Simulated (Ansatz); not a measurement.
A relaxation, step by step

Si2H4Cl4, closed shell, PBE0-D4/def2-TZVP (Ansatz 0.2.0). Settings:

```yaml
hamiltonian: {xc: pbe0, dispersion: d4}
relax: {f_tol: 0.005, max_steps: 200}
```

Start, a step off a saddle point along its unstable mode:

```json
{"atom": "Si1", "x (Å)": "-0.8882", "y (Å)": "0.3513", "z (Å)": "-0.8467"}
{"atom": "Si2", "x (Å)": "0.6653", "y (Å)": "-0.8103", "z (Å)": "0.7005"}
{"atom": "Cl3", "x (Å)": "-0.3836", "y (Å)": "-0.5996", "z (Å)": "-2.5704"}
{"atom": "Cl4", "x (Å)": "-2.6488", "y (Å)": "-0.3073", "z (Å)": "-0.0805"}
{"atom": "Cl5", "x (Å)": "-1.1299", "y (Å)": "2.3432", "z (Å)": "-1.2760"}
{"atom": "H6", "x (Å)": "0.5902", "y (Å)": "1.0471", "z (Å)": "0.3635"}
{"atom": "Cl7", "x (Å)": "1.4202", "y (Å)": "1.7280", "z (Å)": "1.1635"}
{"atom": "H8", "x (Å)": "-0.0786", "y (Å)": "-1.9592", "z (Å)": "0.1267"}
{"atom": "H9", "x (Å)": "2.1034", "y (Å)": "-0.9664", "z (Å)": "0.2864"}
{"atom": "H10", "x (Å)": "0.3498", "y (Å)": "-0.8268", "z (Å)": "2.1331"}
```

```
step  energy less the last (meV)  largest force component (eV/Å)
   1                      1352.3                           1.156
   2                       841.1                           0.931
   3                       502.7                           0.977
   4                       317.4                           0.736
   5                       194.7                           0.612
   6                        99.9                           0.595
   7                        29.2                           0.304
   8                         5.2                           0.098
   9                         2.2                           0.063
  10                         2.0                           0.136
  11                         0.0                           0.011
  12                         0.0                           0.010
  13                         0.0                           0.001
```

Step 2, positions (Å) and forces (eV/Å):

| atom | x | y | z | Fx | Fy | Fz |
| --- | --- | --- | --- | --- | --- | --- |
| Si1 | -0.902 | 0.288 | -0.853 | 0.080 | -0.173 | 0.086 |
| Si2 | 0.610 | -0.860 | 0.647 | -0.388 | -0.796 | -0.442 |
| Cl3 | -0.429 | -0.613 | -2.620 | -0.105 | -0.034 | -0.067 |
| Cl4 | -2.698 | -0.333 | -0.115 | -0.078 | -0.049 | -0.089 |
| Cl5 | -1.096 | 2.282 | -1.250 | 0.139 | -0.117 | 0.134 |
| H6 | 0.676 | 1.172 | 0.459 | 0.712 | 0.931 | 0.614 |
| Cl7 | 1.535 | 1.864 | 1.243 | -0.257 | 0.080 | -0.288 |
| H8 | -0.073 | -2.081 | 0.126 | 0.102 | -0.179 | 0.100 |
| H9 | 2.045 | -0.941 | 0.265 | -0.210 | 0.162 | 0.023 |
| H10 | 0.333 | -0.777 | 2.097 | 0.004 | 0.175 | -0.072 |

Step 10, positions (Å) and forces (eV/Å):

```csv
atom,x,y,z,Fx,Fy,Fz
Si1,-1.039,-0.078,-0.944,-0.055,0.039,-0.055
Si2,0.422,-1.176,0.501,0.040,-0.023,0.041
Cl3,-0.771,-0.705,-2.867,0.014,-0.016,0.005
Cl4,-2.980,-0.425,-0.419,0.004,-0.015,0.015
Cl5,-0.771,1.964,-0.937,0.024,0.002,0.022
H6,1.046,2.342,0.721,-0.136,0.022,-0.129
Cl7,1.978,2.314,1.596,0.130,-0.021,0.123
H8,0.128,-2.624,0.376,-0.020,-0.034,-0.014
H9,1.817,-0.895,0.086,0.011,0.022,-0.015
H10,0.170,-0.715,1.887,-0.010,0.023,0.008
```

Step 12, positions (Å) and forces (eV/Å):

| atom | x | y | z | Fx | Fy | Fz |
| --- | --- | --- | --- | --- | --- | --- |
| Si1 | -1.038 | -0.076 | -0.944 | -0.001 | -0.005 | 0.000 |
| Si2 | 0.427 | -1.172 | 0.505 | 0.001 | 0.002 | 0.000 |
| Cl3 | -0.764 | -0.710 | -2.864 | 0.001 | 0.000 | 0.001 |
| Cl4 | -2.977 | -0.431 | -0.415 | 0.001 | 0.000 | 0.001 |
| Cl5 | -0.772 | 1.967 | -0.937 | 0.000 | 0.005 | 0.000 |
| H6 | 1.040 | 2.386 | 0.714 | 0.010 | -0.004 | 0.010 |
| Cl7 | 1.969 | 2.249 | 1.592 | -0.010 | 0.004 | -0.010 |
| H8 | 0.126 | -2.621 | 0.378 | -0.001 | 0.000 | 0.000 |
| H9 | 1.819 | -0.887 | 0.083 | -0.002 | -0.001 | 0.000 |
| H10 | 0.171 | -0.704 | 1.888 | 0.000 | -0.001 | -0.001 |

Last step (13):

Si1  (-1.038, -0.075, -0.943)
Si2  (0.427, -1.172, 0.505)
Cl3  (-0.762, -0.709, -2.864)
Cl4  (-2.977, -0.432, -0.415)
Cl5  (-0.772, 1.968, -0.935)
H6  (1.039, 2.380, 0.714)
Cl7  (1.969, 2.254, 1.590)
H8  (0.124, -2.620, 0.378)
H9  (1.819, -0.889, 0.083)
H10  (0.172, -0.704, 1.888)
(Å)

The run took 59 s on 2 CPU threads of an AMD EPYC 7R13 and a share of one NVIDIA H100 (shared host), with 0.95 GiB of host memory at its peak.
